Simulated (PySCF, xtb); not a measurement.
C3H4BFO, SMILES C=C=CB(O)F.

GFN2-xTB in xtb at its own geometry gives an orbital gap of 4.24 eV and a dipole moment of 3.29 D.

The structure is a stationary point at B3LYP-D3(BJ)/def2-SVP. This is a generated structure with no PubChem entry under its InChIKey; it may be hypothetical. One conformer was computed; it need not be the lowest.

Task: What does ωB97X/def2-TZVP in PySCF give? (The exact figures need the calculation; the answer reports its results.)

Result: gap 11.46 eV (levels -10.22 and 1.24 eV), dipole 2.77 D.
